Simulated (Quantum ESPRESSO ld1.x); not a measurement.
Results of a calculation; reference values are marked as such.
Problem. Pm X, 52 electrons, occupied as [Kr] 4d10 4f3 5s2 5p1. Code: ld1.x of Quantum ESPRESSO 7.5. Model: scalar-relativistic Kohn-Sham, LDA (Slater exchange, Perdew-Zunger correlation), spin-polarised, spherical densities, point nucleus; open shells are filled with parallel spins first. Some entries of the table are withheld. Estimate them.

orbital  occ.  eigenvalue (eV)  <r^2> (bohr^2)  <1/r> (bohr^-1)
1s up       1         -45125.0       0.0007326            67.37
1s down     1         -45124.9       0.0007326            67.37
2s up       1         -7458.28         0.01157            15.58
2s down     1         -7458.18         0.01157            15.58
2p up       3         -6678.91        0.009267            14.66
2p down     3         -6678.80        0.009267            14.66
3s up       1         -1739.07         0.07773            5.687
3s down     1         -1737.74         0.07766            5.690
3p up       3         -1494.31         0.07774            5.370
3p down     3         -1492.99         0.07766            5.373
3d up       5         -1157.91         0.06574            5.099
3d down     5         -1156.86         0.06563            5.102
4s up       1         -458.585          0.3923            2.404
4s down     1         -455.578          0.3922            2.404
4p up       3         -377.611          0.4401            2.220
4p down     3         -374.613          0.4400            2.220
4d up       5         -262.926          0.5245              (1)
4d down     5         -259.923          0.5243              (2)
5s up       1         -164.194           1.803            1.056
5s down     1         -161.349           1.818            1.052
5p up       1         -139.489           2.149              (3)
4f up       3              (4)          0.7649            1.544
5p down     0         -136.835           2.175              (5)
4f down     0              (6)          0.7686            1.544

Solution. 
(1) 4d up <1/r> (bohr^-1): 1.963
(2) 4d down <1/r> (bohr^-1): 1.963
(3) 5p up <1/r> (bohr^-1): 0.9587
(4) 4f up eigenvalue (eV): -137.808
(5) 5p down <1/r> (bohr^-1): 0.9522
(6) 4f down eigenvalue (eV): -134.737
